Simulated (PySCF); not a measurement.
Gas-phase XPS of `C/C=C(\C)[C@H](C)CCl`, computed

C7H13Cl.
Structure used (PBE0-D3(BJ)/def2-SVP), in Å, numbered top down from 1:
```
atom  x, y, z in Å
C1     2.1398    0.7633    0.0862
C2     0.6584    0.8626    0.2401
C3    -0.2913    0.0788   -0.2977
C4    -0.0058   -1.0957   -1.1878
C5    -1.7506    0.3720    0.0055
C6    -2.4621   -0.7933    0.6880
C7    -2.4660    0.8156   -1.2676
Cl8   -4.1226    1.4166   -0.9399
H9     2.4607   -0.1297   -0.4666
H10    2.6340    0.7434    1.0715
H11    2.5403    1.6452   -0.4427
H12    0.3127    1.6875    0.8764
H13   -0.3998   -2.0292   -0.7542
H14    1.0676   -1.2386   -1.3624
H15   -0.4855   -0.9819   -2.1740
H16   -1.7717    1.2359    0.6900
H17   -2.5302   -1.6720    0.0273
H18   -1.9263   -1.0931    1.6005
H19   -3.4870   -0.5064    0.9631
H20   -2.5720   -0.0076   -1.9884
H21   -1.9218    1.6388   -1.7499
```

Method: delta-SCF UKS SCAN, pcX-2 on the ionised atom, pcseg-1 elsewhere, spin-free X2C (PySCF 2.14.0). Binding energies are ΔSCF values: E(core-ionised, relaxed orbitals) − E(ground state) at a fixed geometry, referred to the vacuum level.

Task: Give the core binding energies atom by atom.

Result: 
| atom(s) | environment | level | binding energy (eV) | 2p1/2 (eV) | above the level's lowest (eV) | count |
| --- | --- | --- | --- | --- | --- | --- |
| C1 | allylic carbon | C 1s | 290.72 | – | +0.76 | 1 |
| C2 | alkene CH carbon | C 1s | 289.96 | – | 0.00 | 1 |
| C3 | fully substituted alkene carbon | C 1s | 290.22 | – | +0.26 | 1 |
| C4 | allylic carbon | C 1s | 290.72 | – | +0.76 | 1 |
| C5 | allylic carbon | C 1s | 290.78 | – | +0.82 | 1 |
| C6 | methyl carbon | C 1s | 290.42 | – | +0.46 | 1 |
| C7 | sp3 C–Cl carbon | C 1s | 291.91 | – | +1.95 | 1 |
| Cl8 | alkyl chlorine | Cl 2p3/2 | 205.56 | 207.22 | 0.00 | 1 |
| Cl8 | alkyl chlorine | Cl 1s | 2828.16 | – | 0.00 | 1 |

Lowest listed C 1s: C2, bonded to C (double bond), C and H. Highest, 1.95 eV above it: C7, bonded to Cl, C and 2 H. Summing the Pauling electronegativity differences to the bonded atoms, each weighted by its formal bond order, gives -0.35 for the lowest site and -0.09 for the highest; the largest sum, 0.00, belongs to C3, 1.69 eV below the top. The smallest sum, -1.05, belongs to C6, 0.46 eV above the lowest. The values 290.72 and 290.72 eV lie too close for their order to be trusted.

Task: What is the longest wavelength that can ionise C 1s of C3 vertically?

Result: λ = hc/E = 12398.42 eV Å / 290.22 eV = 42.721 Å.

For 2p shells one spin-free hole was relaxed; a mean-field spin–orbit operator and the ground-state splitting of the three 2p orbitals were then diagonalised within the shell. The shell's mean is (2 × 2p3/2 + 2p1/2)/3, and the degeneracies 2j + 1 give areas of 2:1. 2p1/2 minus 2p3/2 (ligand field included): Cl 1.65 eV. Isolated species at its PBE0-D3(BJ)/def2-SVP geometry (one conformer only).

Hardware: Arm Neoverse N1, one thread (shared host). Cost: 6.3 min wall.
